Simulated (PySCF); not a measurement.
These are PBE-D3(BJ)/def2-TZVP // PBE0-D3(BJ)/def2-SVP (PySCF) values and carry that method's errors. All species are isolated molecules in the gas phase. One relaxed conformer stands for a flexible species; it need not be the lowest. Excitations are Tamm–Dancoff values on a coarser integration grid. The basis has no diffuse functions, so Rydberg states are missing or too high.

Reference species (SMILES): `B[SiH2][Si]([SiH3])([SiH3])[SiH3]` (neutral, multiplicity 1).

| Item | Value |
|---|---|
| LUMO | -3.39 eV |
| S1–T1 gap (TDA) | 0.84 eV |

Changed species: `[SiH2](N)[Si]([SiH3])([SiH3])[SiH3]` (one H of a SiH3 unit replaced by amino; the reference has one H of a SiH3 unit replaced by boryl).

Problem. What does the change do to the LUMO and S1–T1 gap (TDA)?

Solution. the LUMO goes up by 2.01 eV, to -1.38 eV; the S1–T1 gap (TDA) drops by 0.56 eV, to 0.28 eV.
